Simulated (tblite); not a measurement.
Species: C9H5NS2.
SMILES with atom numbers: `[C-:1]#[N+:2][c:3]1[cH:4][cH:5][c:6](-[c:7]2[cH:8][cH:9][cH:10][s:11]2)[s:12]1` (hydrogens: H13 on C4; H14 on C5; H15 on C8; H16 on C9; H17 on C10)

Computed geometry: GFN2-xTB, gas phase.

Question: What internal coordinates does the optimisation give?

Answer: 
```tsv
bond	length (Å)	order
C1≡N2	1.170	triple
N2–C3	1.339	single
C3–C4	1.371	aromatic
C4–C5	1.400	aromatic
C5–C6	1.374	aromatic
C6–C7	1.427	single
C7–C8	1.372	aromatic
C8–C9	1.406	aromatic
C9–C10	1.359	aromatic
C10–S11	1.717	aromatic
C6–S12	1.740	aromatic
C3–S12	1.743	aromatic
C7–S11	1.742	aromatic
C4–H13	1.075	single
C5–H14	1.075	single
C8–H15	1.076	single
C9–H16	1.075	single
C10–H17	1.072	single
```

Orders are formal, as drawn. A selection of angles:
```tsv
angle	degrees
C1–N2–C3	179.7
N2–C3–C4	127.1
N2–C3–S12	120.8
C4–C3–S12	112.0
C3–C4–C5	112.5
C4–C5–C6	113.6
C5–C6–C7	128.1
C5–C6–S12	111.4
C7–C6–S12	120.5
C6–C7–C8	128.4
C6–C7–S11	120.8
C8–C7–S11	110.8
C7–C8–C9	113.0
C8–C9–C10	112.7
C9–C10–S11	112.3
C7–S11–C10	91.1
C3–S12–C6	90.5
```

Torsions: C5–C6–C7–C8 180° (antiperiplanar).

The 4 C–S bonds span 1.717 Å (C10–S11, aromatic) to 1.743 Å (C3–S12, aromatic), a spread of 0.026 Å. The 12 heavy atoms lie in one plane (0.001 Å rms). Of the pairs four or more bonds apart, S11···H14 is among the closest relative to their van der Waals radii: 2.87 Å, 96 % of the sum of Bondi's values. The C–N distances run from 1.170 Å (C1≡N2, drawn triple) to 1.339 Å (N2–C3, drawn single), a spread of 0.169 Å. The 7 C–C bonds span 1.359 Å (C9–C10, aromatic) to 1.427 Å (C6–C7, drawn single), a spread of 0.068 Å. The 5-membered ring C7–C8–C9–C10–S11 has internal angles of 91.1° to 113.0°; it is planar, 0.00 Å rms from its mean plane, widest ring torsion 0°. The 5-membered ring C3–C4–C5–C6–S12 has internal angles of 90.5° to 113.6° (sum 540°, against 540° for a flat polygon); it is planar, 0.00 Å rms from its mean plane, widest ring torsion 0°.

Point group: Cs (tolerance 0.08 Å). Its GFN2-xTB frequencies are all real (lowest 46 cm⁻¹). The numbers are those of one conformer. 3 starts were optimised and ended at 0.00, 0.00 and 1.42 kcal/mol (GFN2-xTB); the lowest of these is shown.
